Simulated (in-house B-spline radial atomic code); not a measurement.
## Excitations of Te4+ by several methods

Full response, energies in eV; labels give the largest channel, * marks a mixed state, a dash one above the method's threshold, and an imaginary frequency an unstable closed-shell reference. Computed with a B-spline radial code for spherical atoms: linear response of the closed shell [Kr] 4d10 5s2 with each method's own kernel (bare exchange for TDHF, static screening on G0W0 levels for BSE, the adiabatic kernel for functionals); non-relativistic, point nucleus, no spin-orbit coupling, no double excitations, S, P, D and F terms only; shells from n = 3 respond. Only terms of natural parity with L up to 3 were computed.

Without relativity these are model numbers for so heavy an element.

| method | 5s → 5p 3P | 5s → 5p 1P | 5s → 5d 3D | α (bohr³) |
| --- | --- | --- | --- | --- |
| TDHF | 6.626 | 11.398 | 23.301 | 10.34 |
| BSE on G0W0@HF | 8.233 | 12.343 | 25.554 | 9.018 |
| LDA VWN5 | 9.095 | 12.580 | 24.471 | 8.582 |
| PBE | 8.817 | 12.429 | 23.934 | 8.8 |
| PBE0 | 8.388 | 12.130 | 23.911 | 9.197 |
| B3LYP (VWN-RPA) | 8.636 | 12.383 | 23.977 | 8.857 |
| CAM-B3LYP | 8.501 | 12.287 | 24.106 | 8.95 |
| LC-wPBE | 7.961 | 11.837 | 24.045 | 9.485 |
| wB97X | ? | ? | ? | ? |
| HSE06 | 8.361 | 12.100 | 23.901 | 9.222 |
| BHandHLYP | 8.138 | 12.079 | 23.888 | 9.276 |
| BLYP | ? | ? | ? | ? |
| PBEsol | 8.694 | 12.362 | 23.975 | 8.874 |
| BP86 | 8.708 | 12.380 | 23.979 | 8.85 |
| LDA exchange-only | 8.433 | 12.542 | 23.609 | 8.645 |
| B97-1 | 9.058 | 12.235 | 24.597 | 9.064 |
| RPBE | 8.601 | 12.293 | 23.715 | 8.989 |
| OLYP | 8.193 | 12.226 | 23.399 | 9.094 |

Problem. What does wB97X give?

Solution. 5s → 5p 3P: 9.145; 5s → 5p 1P: 12.059; 5s → 5d 3D: 24.959; α: 9.209 (eV, bohr³).

Problem. What does BLYP give?

Solution. 5s → 5p 3P: 8.890; 5s → 5p 1P: 12.604; 5s → 5d 3D: 23.874; α: 8.578 (eV, bohr³).
